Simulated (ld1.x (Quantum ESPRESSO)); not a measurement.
# V (Z = 23): TM pseudisation with PBE, non-relativistic reference atom.

The input file (ld1.x (Quantum ESPRESSO) 7.5):

```
&input
   title='V', zed=23., rel=0, dft='PBE', iswitch=3,
   config='[Ar] 3d3 4s1 4p0',
   nld=3, rlderiv=2.45, eminld=-6.0, emaxld=5.0, deld=0.02
 /
 &inputp
   pseudotype=2, tm=.true., lloc=0,
   nlcc=.true.,
   file_pseudopw='V.UPF', file_wfcaegen='ae.wfc', file_wfcncgen='nc.wfc', file_beta='beta', file_chi='chi'
 /
3
3P  2  1   6.00   0.00  1.10  1.10  0.0
3D  3  2   3.00   0.00  2.15  2.15  0.0
4S  1  0   1.00   0.00  2.25  2.25  0.0
 &test
   configts(1)='3p6 3d3 4s1 4p0'
 /
```

Command:

```bash
ld1.x < V.in > V.out
```

Resulting log (shortened: banner, matrices, multipoles, cross overlaps and the repeated all-electron block are left out):

```
Program LD1 v.7.5
     --------------------------- All-electron run ----------------------------

     V

     atomic number is 23.00
     dft =PBE   lsd =0 sic =0 latt =0  beta=0.20 tr2=1.0E-14
     Exchange-correlation= PBE
                           (   1   4   3   4   0   0   0)
     mesh =1181 r(mesh) = 100.93793 a.u. xmin = -7.00 dx = 0.01250
     1 Ry =  13.60569312 eV

     n l     nl                  e(Ry)          e(Ha)          e(eV)
     1 0     1S 1( 2.00)      -391.9905      -195.9952     -5333.3022
     2 0     2S 1( 2.00)       -44.2938       -22.1469      -602.6473
     2 1     2P 1( 6.00)       -37.4476       -18.7238      -509.5012
     3 0     3S 1( 2.00)        -5.6398        -2.8199       -76.7329
     3 1     3P 1( 6.00)        -3.7838        -1.8919       -51.4818
     3 2     3D 1( 3.00)        -0.9401        -0.4701       -12.7910
     4 0     4S 1( 1.00)        -0.7938        -0.3969       -10.8002
     4 1     4P 1( 0.00)        -0.5019        -0.2509        -6.8286

     final scf error:  1.2E-15 reached in  38 iterations

     Etot =   -1886.604015 Ry,    -943.302008 Ha,  -25668.555279 eV

     Ekin =    1884.976175 Ry,     942.488087 Ha,   25646.407377 eV
     Encl =   -4460.450304 Ry,   -2230.225152 Ha,  -60687.518025 eV
     Eh   =     778.176326 Ry,     389.088163 Ha,   10587.628285 eV
     Exc  =     -89.306212 Ry,     -44.653106 Ha,   -1215.072916 eV

     normalization and overlap integrals

     s(1S/1S) =  1.000000  <r> =   0.0670  <r2> =    0.0060  r(max) =   0.0440
     s(2S/2S) =  1.000000  <r> =   0.3110  <r2> =    0.1142  r(max) =   0.2565
     s(2P/2P) =  1.000000  <r> =   0.2751  <r2> =    0.0932  r(max) =   0.2100
     s(3S/3S) =  1.000000  <r> =   0.9564  <r2> =    1.0553  r(max) =   0.8307
     s(3P/3P) =  1.000000  <r> =   1.0193  <r2> =    1.2243  r(max) =   0.8517
     s(3D/3D) =  1.000000  <r> =   1.3742  <r2> =    2.4817  r(max) =   0.8843
     s(4S/4S) =  1.000000  <r> =   3.0658  <r2> =   10.7116  r(max) =   2.6235
     s(4P/4P) =  1.000000  <r> =   3.7970  <r2> =   16.5177  r(max) =   3.2043

     ------------------------ End of All-electron run ------------------------

     --------------------- Generating NC pseudopotential ---------------------

      Generating local pot.: lloc=0, matching radius rcloc =   2.2500

      Computing core charge for nlcc:

       r > 0.50 : true rho core
       r < 0.50 : rho core = a sin(br)/r    a=  23.03  b=   5.19

      Integrated core pseudo-charge :   4.74

      Wfc   3P  rcut= 1.094  Using Troullier-Martins method

      Wfc   3D  rcut= 2.148  Using Troullier-Martins method

     ------------------- End of pseudopotential generation -------------------

     Computing logarithmic derivative in   2.44923
     Computing logarithmic derivative in   2.44923
     Computing the partial wave expansion
       no projector for channel:   0
     R is outside the sphere for l=    1 j= 0.00
     R is outside the sphere for l=    2 j= 0.00

     ---------------------- Testing the pseudopotential ----------------------

     V

     atomic number is 23.00   valence charge is 11.00
     dft =PBE   lsd =0 sic =0 latt =0  beta=0.20 tr2=1.0E-14
     mesh =1181 r(mesh) = 100.93793 xmin = -7.00 dx = 0.01250

     n l     nl             e AE (Ry)        e PS (Ry)    De AE-PS (Ry)
     2 1     3P   1( 6.00)       -3.78384       -3.78384        0.00000
     3 2     3D   1( 3.00)       -0.94012       -0.94012        0.00000
     1 0     4S   1( 1.00)       -0.79380       -0.79380        0.00000
     3 1     4P   1( 0.00)       -0.50189       -0.43634       -0.06555  !

     eps = 7.2E-15  iter = 11

     Etot =   -1886.604015 Ry,    -943.302008 Ha,  -25668.555279 eV
     Etotps =  -103.980218 Ry,     -51.990109 Ha,   -1414.722934 eV

     Ekin =      53.078633 Ry,      26.539317 Ha,     722.171595 eV
     Encl =    -121.992957 Ry,     -60.996479 Ha,   -1659.798739 eV
     Ehrt =      70.813706 Ry,      35.406853 Ha,     963.469548 eV
     Ecxc =     -24.209393 Ry,     -12.104697 Ha,    -329.385574 eV
     (Ecc =      -9.468982 Ry,      -4.734491 Ha,    -128.832063 eV)
     Epseu=     -81.670206 Ry,     -40.835103 Ha,   -1111.179763 eV

     ---------------------- End of pseudopotential test ----------------------
```

Generation and configuration tests took about 2 s on one core of a shared server CPU.

Transferability test of the new file with ld1.x, input:

```
&input
   title='V', zed=23., rel=0, dft='PBE', iswitch=2,
   config='[Ar] 3d3 4s1 4p0'
 /
 &test
   file_pseudo='V.UPF', nconf=8,
   configts(1)='3p6 3d3 4s1 4p0',
   configts(2)='3p6 3d3 4s2 4p0',
   configts(3)='3p6 3d3 4s0 4p0',
   configts(4)='3p6 3d2 4s0 4p0',
   configts(5)='3p6 3d4 4s0 4p0',
   configts(6)='3p6 3d3 4s0 4p1',
   configts(7)='3p6 3d1 4s0 4p0',
   configts(8)='3p6 3d3 4s0 4p2'
 /
```

```bash
ld1.x < V.test.in > V.test.out
```

Pseudopotential blocks of its output, shortened (energy terms left out; the distinct warnings before each block abridged to one line each):

```
     BEWARE! Errors in PS-KS equations
     ---------------------- Testing the pseudopotential ----------------------

     n l     nl             e AE (Ry)        e PS (Ry)    De AE-PS (Ry)
     2 1     3P   1( 6.00)       -3.78384       -3.78384        0.00000
     3 2     3D   1( 3.00)       -0.94012       -0.94012        0.00000
     1 0     4S   1( 1.00)       -0.79380       -0.79380        0.00000
     3 1     4P   1( 0.00)       -0.50189       -0.43634       -0.06555  !

     eps = 9.4E-15  iter = 11

     Etot =   -1886.604015 Ry,    -943.302008 Ha,  -25668.555279 eV
     Etotps =  -103.980218 Ry,     -51.990109 Ha,   -1414.722934 eV

     ---------------------- End of pseudopotential test ----------------------

          BEWARE! Errors in PS-KS equations
     ---------------------- Testing the pseudopotential ----------------------

     n l     nl             e AE (Ry)        e PS (Ry)    De AE-PS (Ry)
     2 1     3P   1( 6.00)       -3.22660       -3.23163        0.00503  !
     3 2     3D   1( 3.00)       -0.39293       -0.39458        0.00165
     1 0     4S   1( 2.00)       -0.34156       -0.34143       -0.00013
     3 1     4P   1( 0.00)       -0.10736       -0.07426       -0.03310  !

     eps = 5.7E-15  iter = 13

     Etot =   -1887.166892 Ry,    -943.583446 Ha,  -25676.213601 eV
     Etotps =  -104.542968 Ry,     -52.271484 Ha,   -1422.379536 eV
     dEtot_ae =      -0.562876 Ry
     dEtot_ps =      -0.562750 Ry,   Delta E=      -0.000126 Ry

     ---------------------- End of pseudopotential test ----------------------

          ---------------------- Testing the pseudopotential ----------------------

     n l     nl             e AE (Ry)        e PS (Ry)    De AE-PS (Ry)
     2 1     3P   1( 6.00)       -4.43804       -4.43448       -0.00356
     3 2     3D   1( 3.00)       -1.57663       -1.57676        0.00013
     1 0     4S   1( 0.00)       -1.29720       -1.29915        0.00195
     3 1     4P   1( 0.00)       -0.95005       -0.84368       -0.10637  !

     eps = 3.1E-15  iter =  7

     Etot =   -1885.562333 Ry,    -942.781166 Ha,  -25654.382465 eV
     Etotps =  -102.937836 Ry,     -51.468918 Ha,   -1400.540605 eV
     dEtot_ae =       1.041683 Ry
     dEtot_ps =       1.042382 Ry,   Delta E=      -0.000699 Ry

     ---------------------- End of pseudopotential test ----------------------

          Warning: n=2, l=1 expected 0 nodes, found 1
     ---------------------- Testing the pseudopotential ----------------------

     n l     nl             e AE (Ry)        e PS (Ry)    De AE-PS (Ry)
     2 1     3P   1( 6.00)       -5.66920       -5.69839        0.02919  !
     3 2     3D   1( 2.00)       -2.73119       -2.73367        0.00248
     1 0     4S   1( 0.00)       -2.02681       -2.03384        0.00703  !
     3 1     4P   1( 0.00)       -1.60116       -1.40785       -0.19331  !

     eps = 1.7E-17  iter =  9

     Etot =   -1883.425894 Ry,    -941.712947 Ha,  -25625.314732 eV
     Etotps =  -100.797027 Ry,     -50.398514 Ha,   -1371.413419 eV
     dEtot_ae =       3.178122 Ry
     dEtot_ps =       3.183191 Ry,   Delta E=      -0.005069 Ry

     ---------------------- End of pseudopotential test ----------------------

          ---------------------- Testing the pseudopotential ----------------------

     n l     nl             e AE (Ry)        e PS (Ry)    De AE-PS (Ry)
     2 1     3P   1( 6.00)       -3.44810       -3.41283       -0.03527  !
     3 2     3D   1( 4.00)       -0.66441       -0.64955       -0.01487  !
     1 0     4S   1( 0.00)       -0.68854       -0.69141        0.00287
     3 1     4P   1( 0.00)       -0.42574       -0.37874       -0.04700  !

     eps = 6.4E-15  iter = 10

     Etot =   -1886.659444 Ry,    -943.329722 Ha,  -25669.309429 eV
     Etotps =  -104.026464 Ry,     -52.013232 Ha,   -1415.352144 eV
     dEtot_ae =      -0.055429 Ry
     dEtot_ps =      -0.046246 Ry,   Delta E=      -0.009183 Ry

     ---------------------- End of pseudopotential test ----------------------

          BEWARE! Errors in PS-KS equations
     ---------------------- Testing the pseudopotential ----------------------

     n l     nl             e AE (Ry)        e PS (Ry)    De AE-PS (Ry)
     2 1     3P   1( 6.00)       -3.87517       -3.93294        0.05776  !
     3 2     3D   1( 3.00)       -1.02468       -1.08063        0.05595  !
     1 0     4S   1( 0.00)       -0.84502       -0.87804        0.03301  !
     3 1     4P   1( 1.00)       -0.54782       -0.50529       -0.04253  !

     eps = 4.8E-15  iter = 17

     Etot =   -1886.309396 Ry,    -943.154698 Ha,  -25664.546774 eV
     Etotps =  -103.614931 Ry,     -51.807466 Ha,   -1409.752954 eV
     dEtot_ae =       0.294620 Ry
     dEtot_ps =       0.365287 Ry,   Delta E=      -0.070667 Ry

     ---------------------- End of pseudopotential test ----------------------

          ---------------------- Testing the pseudopotential ----------------------

     n l     nl             e AE (Ry)        e PS (Ry)    De AE-PS (Ry)
     2 1     3P   1( 6.00)       -7.07488       -7.10113        0.02625  !
     3 2     3D   1( 1.00)       -4.07506       -4.02777       -0.04729  !
     1 0     4S   1( 0.00)       -2.85254       -2.87337        0.02083  !
     3 1     4P   1( 0.00)       -2.35675       -2.04261       -0.31413  !

     eps = 2.2E-15  iter =  7

     Etot =   -1880.037109 Ry,    -940.018554 Ha,  -25579.207963 eV
     Etotps =   -97.425223 Ry,     -48.712611 Ha,   -1325.537685 eV
     dEtot_ae =       6.566907 Ry
     dEtot_ps =       6.554995 Ry,   Delta E=       0.011912 Ry

     ---------------------- End of pseudopotential test ----------------------

          ---------------------- Testing the pseudopotential ----------------------

     n l     nl             e AE (Ry)        e PS (Ry)    De AE-PS (Ry)
     2 1     3P   1( 6.00)       -3.42191       -3.51747        0.09556  !
     3 2     3D   1( 3.00)       -0.57538       -0.66677        0.09139  !
     1 0     4S   1( 0.00)       -0.45013       -0.50257        0.05243  !
     3 1     4P   1( 2.00)       -0.19366       -0.18487       -0.00879  !

     eps = 6.2E-15  iter = 14

     Etot =   -1886.674824 Ry,    -943.337412 Ha,  -25669.518672 eV
     Etotps =  -103.956194 Ry,     -51.978097 Ha,   -1414.396074 eV
     dEtot_ae =      -0.070808 Ry
     dEtot_ps =       0.024024 Ry,   Delta E=      -0.094832 Ry

     ---------------------- End of pseudopotential test ----------------------
```
